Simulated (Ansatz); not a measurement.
```yaml
crystal:
  periodic: [false, false, false]
  atoms:
    - {symbol: C, position_ang: [1.338311, 1.821528, -0.217447]}
    - {symbol: B, position_ang: [1.244198, 0.274664, -0.162863]}
    - {symbol: Ga, position_ang: [-0.568450, -0.757883, -0.179917]}
    - {symbol: N, position_ang: [-1.339862, -1.701815, 1.178524]}
    - {symbol: O, position_ang: [-1.538414, -0.744678, -1.699767]}
    - {symbol: H, position_ang: [0.482286, 2.347374, -0.642205]}
    - {symbol: H, position_ang: [2.268118, 2.204964, -0.644999]}
    - {symbol: H, position_ang: [1.370896, 2.101288, 0.852458]}
    - {symbol: H, position_ang: [2.265184, -0.347238, -0.046099]}
    - {symbol: H, position_ang: [-2.255529, -2.116539, 1.136596]}
    - {symbol: H, position_ang: [-0.930229, -1.806517, 2.090767]}
    - {symbol: H, position_ang: [-2.336507, -1.275158, -1.665038]}
basis:
  gaussian: {orbitals: def2-mTZVP, final_grid: {core_spheres: 20, valence_spheres: 16, degree: 47}}
total_charge: 1
magnetization: {spin_polarized: true, initial_magnetization: 1}
hamiltonian: {xc: {name: wB97}}
accuracy: high
output: {forces: true}
```

```sh
$ ansatz run in.yaml --threads 2 --pin off --events-out ev --progress --plain --max-ram 22528MiB --backend cpu
```

It prints (some lines left out):

```
Functional definition: wB97
2817 factors; integrals over basis functions are off by at most 1.2e-8 eV
763 factors; integrals over basis functions are off by at most 1.1e-8 eV
mean field evaluation 1: about -57720.0061 eV, gradient 7.2e1 eV
mean field evaluation 2: about -57700.8377 eV, gradient 9.7e1 eV
mean field evaluation 4: about -57738.0765 eV, gradient 5.6e0 eV
mean field evaluation 8: about -57738.2786 eV, gradient 5.7e-1 eV
mean field evaluation 16: about -57738.5231 eV, gradient 2.0e0 eV
mean field evaluation 32: about -57738.0864 eV, gradient 7.4e0 eV
mean field -57738.78632859 eV, -2121.8612608207 hartree, gradient 1.8e-8 eV, S^2 0.756092; 2 other end points of the search recorded, 0 dependent functions left out
reference -57738.78632731 eV, -2121.8612607737 hartree; 32, 31 occupied and 106, 107 virtual orbitals, 2817 factors
Total energy: -57738.78632731 eV, -2121.8612607737 hartree
Atom 0 at     1.338311     1.821528    -0.217447 Å, force    -0.294786    -0.112394     0.001989 eV/Å
Atom 1 at     1.244198     0.274664    -0.162863 Å, force     0.622192     0.218597     0.291279 eV/Å
Atom 2 at    -0.568450    -0.757883    -0.179917 Å, force     1.672376     2.291344    -3.574544 eV/Å
Atom 3 at    -1.339862    -1.701815     1.178524 Å, force    -1.156963    -1.277917     1.464061 eV/Å
Atom 4 at    -1.538414    -0.744678    -1.699767 Å, force     0.412118    -0.256456     1.353811 eV/Å
Atom 5 at     0.482286     2.347374    -0.642205 Å, force     0.036028     0.071579    -0.004081 eV/Å
Atom 6 at     2.268118     2.204964    -0.644999 Å, force    -0.055920    -0.095995    -0.002194 eV/Å
Atom 7 at     1.370896     2.101288     0.852458 Å, force     0.020098     0.046850    -0.019378 eV/Å
Atom 8 at     2.265184    -0.347238    -0.046099 Å, force    -0.263661    -0.138443    -0.059585 eV/Å
Atom 9 at    -2.255529    -2.116539     1.136596 Å, force    -0.839360    -0.384425     0.139431 eV/Å
Atom 10 at    -0.930229    -1.806517     2.090767 Å, force     0.306761    -0.196816     0.837625 eV/Å
Atom 11 at    -2.336507    -1.275158    -1.665038 Å, force    -0.458883    -0.165923    -0.428412 eV/Å
Dipole moment:    -0.571979    -0.804173     1.258192 e Å
```

It took 18 s on 2 threads of an AMD EPYC 7R13 on a shared host, with 0.8 GiB of host memory at the peak.
